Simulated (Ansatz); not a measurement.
Program: Ansatz. Geometries: PBE0-D4/def2-TZVP. ΔE: electronic, gas phase. CCSD(T)/CBS is the MP2 limit (def2-TZVPP, def2-QZVPP) plus CCSD(T) − MP2 in def2-TZVPP, frozen cores. This one scheme is used for every species. Functionals use def2-TZVPP. HSE06 is defined as in plane-wave codes. For Br outer-core shells are correlated without core-valence functions, which leaves a few kJ/mol of doubt a bond. Scalar relativity is left out up to krypton. One conformer a species, not always the lowest.

Reaction (formal exchange of groups at a B–F bond): `FB(Cl)O[SiH3]` + `Brc1ccc[nH]1` → `[SiH3]OB(Cl)Br` + `Fc1ccc[nH]1`

`FB(Cl)O[SiH3]`:

```xyz
8

F     0.080    1.695   -1.295
B     0.083    1.513    0.018
Cl    0.171    2.937    1.039
O     0.022    0.294    0.556
Si   -0.070   -1.275    0.021
H     1.134   -1.981    0.515
H    -1.295   -1.867    0.605
H    -0.126   -1.316   -1.459
```

`Brc1ccc[nH]1`:

Cartesian coordinates in Å:
```
Br 0.178 2.044 2.099
C 0.048 0.695 0.824
C -0.248 -0.634 0.966
C -0.210 -1.192 -0.336
C 0.105 -0.187 -1.213
N 0.260 0.962 -0.492
H -0.464 -1.137 1.894
H -0.394 -2.222 -0.597
H 0.231 -0.195 -2.283
H 0.493 1.866 -0.860
```

`[SiH3]OB(Cl)Br`:

Cartesian coordinates in Å:
```
Si -0.890 -0.780 -0.469
O 0.436 -0.382 0.464
B 1.116 0.743 0.660
Cl 2.489 0.769 1.741
Br 0.611 2.376 -0.240
H -2.051 0.037 -0.047
H -0.573 -0.548 -1.897
H -1.137 -2.215 -0.212
```

`Fc1ccc[nH]1`:

Z-matrix (Å, degrees):
```
C
C 1 1.362
N 1 1.353 2 110.3
F 1 1.324 2 130.7 3 180.0
C 2 1.424 1 105.4 3 -0.0
H 2 1.077 1 126.3 3 -180.0
C 3 1.374 1 108.4 2 -0.0
H 3 1.004 1 124.8 2 180.0
H 5 1.078 2 126.2 1 -180.0
H 7 1.077 3 121.1 1 -180.0
```

| level | ΔE (kJ/mol) |
| --- | --- |
| r2SCAN0-D4 | 90.0 |
| HSE06-D4 | 86.2 |
| CAM-B3LYP-D4 | 93.6 |
| PBE | 84.6 |
| BHLYP | 96.0 |
| MP2/def2-QZVPP | 104.3 |
| SCS-MP2/def2-QZVPP | 103.5 |
| MP2/CBS(def2) | 103.0 |

Task: What does CCSD(T)/CBS give? (An estimate is asked.)

Result: Computed: +94.6 kJ/mol. The listed levels differ from it by -4.6, -8.4, -1.0, -10.0, 1.4, 9.7, 8.9, 8.4 kJ/mol.

Largest T1 diagnostic among the species: 0.012.

Leaving LDA and LC-ωPBE aside and taking each functional with its dispersion term where it has one, the values, not all of them listed here, spread over 14.2 kJ/mol, from PBE-D4 to B2PLYP. LDA lies −3.4 kJ/mol from PBE without D4. At CCSD(T), def2-SVP lies −7.9 kJ/mol from the extrapolated value and def2-TZVPP +2.4 kJ/mol.
